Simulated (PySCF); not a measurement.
## Dipole response of Bi²⁺ (bismuth, charge +2)

[Xe] 4f14 5d10 6s2 6p1, 2P determinant. All numbers are calculated (PySCF 2.14, the spin-free X2C one-electron Hamiltonian (Gaussian nucleus), in aug-cc-pwCVTZ-DK3). Coupled (time-dependent) response in atomic units; α is the mean over directions.

| method | mean α (bohr³) | α xx, yy, zz | C₆ (like pair) | S(−4) |
| --- | --- | --- | --- | --- |
| PBE | 16.00 | 14.90, 18.19, 14.90 | 118.4 | 66.31 |

S(−4) is the Cauchy moment in α(ω) = α(0) + S(−4) ω² + …

Spin-orbit coupling is absent.

α(iu) at PBE:

```tsv
u (hartree)	α(iu) (bohr³)
0	16.00
0.0500	15.83
0.100	15.37
0.200	13.83
0.300	11.99
0.500	8.842
0.750	6.332
1.00	4.836
1.50	3.197
2.00	2.316
3.00	1.389
5.00	0.6547
```

A single London oscillator, α(iu) = α/(1 + u²/ω²), gives C₆ = (3/4) ω α². Matching the computed C₆ needs ω = 4 × 118.4 / (3 × 16.00²) = 0.617 hartree.

For an ion, C₆ is the dispersion term alone; charge-induced terms of lower order in 1/R come first.

The components differ because the open shell of this determinant is not spherical; for a pure term their mean is the scalar polarisability.

Spin-orbit coupling, absent here, splits the open shell strongly.
